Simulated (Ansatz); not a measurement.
Consider the formal exchange of groups at a C–F bond: `FC([SiH3])Cl` + fluoromethane → `FCC([SiH3])Cl` + H–F.

Isolated molecules relaxed with PBE0-D4/def2-TZVP in Ansatz; ΔE leaves out vibrations. CBS: MP2 limit from def2 TZ/QZ plus the TZ coupled-cluster correction, frozen cores. This one scheme is used for every species. DFT in def2-TZVPP. B3LYP here is the variant with VWN-RPA as its local correlation; programs differ in this. One conformer a species, not always the lowest.

```json
{"level": "PBE-D4", "ΔE (kJ/mol)": "-57.2", "difference from CCSD(T)/CBS": "15.9"}
{"level": "r2SCAN-D4", "ΔE (kJ/mol)": "-57.6", "difference from CCSD(T)/CBS": "15.5"}
{"level": "PBE0-D4", "ΔE (kJ/mol)": "-64.2", "difference from CCSD(T)/CBS": "8.9"}
{"level": "B3LYP-D4", "ΔE (kJ/mol)": "-55.3", "difference from CCSD(T)/CBS": "17.8"}
{"level": "ωB97X-V", "ΔE (kJ/mol)": "-58.5", "difference from CCSD(T)/CBS": "14.6"}
{"level": "ωB97M-V", "ΔE (kJ/mol)": "-62.2", "difference from CCSD(T)/CBS": "10.9"}
{"level": "B2PLYP", "ΔE (kJ/mol)": "-57.3", "difference from CCSD(T)/CBS": "15.8"}
{"level": "PBE", "ΔE (kJ/mol)": "-50.9", "difference from CCSD(T)/CBS": "22.2"}
{"level": "r2SCAN", "ΔE (kJ/mol)": "-55.9", "difference from CCSD(T)/CBS": "17.2"}
{"level": "PBE0", "ΔE (kJ/mol)": "-58.7", "difference from CCSD(T)/CBS": "14.4"}
{"level": "B3LYP", "ΔE (kJ/mol)": "-45.3", "difference from CCSD(T)/CBS": "27.8"}
{"level": "HF/def2-TZVPP", "ΔE (kJ/mol)": "-47.6", "difference from CCSD(T)/CBS": "25.5"}
{"level": "MP2/def2-TZVPP", "ΔE (kJ/mol)": "-80.5", "difference from CCSD(T)/CBS": "-7.4"}
{"level": "SCS-MP2/def2-TZVPP", "ΔE (kJ/mol)": "-69.9", "difference from CCSD(T)/CBS": "3.2"}
{"level": "CCSD/def2-TZVPP", "ΔE (kJ/mol)": "-68.5", "difference from CCSD(T)/CBS": "4.6"}
{"level": "CCSD(T)/def2-TZVPP", "ΔE (kJ/mol)": "-70.3", "difference from CCSD(T)/CBS": "2.8"}
{"level": "HF/def2-QZVPP", "ΔE (kJ/mol)": "-47.2", "difference from CCSD(T)/CBS": "25.9"}
{"level": "MP2/def2-QZVPP", "ΔE (kJ/mol)": "-82.0", "difference from CCSD(T)/CBS": "-8.9"}
{"level": "SCS-MP2/def2-QZVPP", "ΔE (kJ/mol)": "-71.6", "difference from CCSD(T)/CBS": "1.5"}
{"level": "HF/CBS(def2)", "ΔE (kJ/mol)": "-47.1", "difference from CCSD(T)/CBS": "26.0"}
{"level": "MP2/CBS(def2)", "ΔE (kJ/mol)": "-83.3", "difference from CCSD(T)/CBS": "-10.2"}
{"level": "CCSD/CBS(def2)", "ΔE (kJ/mol)": "-71.3", "difference from CCSD(T)/CBS": "1.8"}
{"level": "CCSD(T)/CBS", "ΔE (kJ/mol)": "-73.1", "difference from CCSD(T)/CBS": "0"}
```

Largest T1 diagnostic among the species: 0.011.

The D4 term adds −10.0 kJ/mol with B3LYP and −5.5 kJ/mol with PBE0; it sums over pairs of atoms, weighted by their polarisabilities, and B3LYP, whose exchange is more repulsive, gets the larger term. In def2-TZVPP, CCSD(T) changes the Hartree–Fock value by −22.7 kJ/mol (the triples alone add −1.8 kJ/mol) and MP2 by −32.9 kJ/mol.
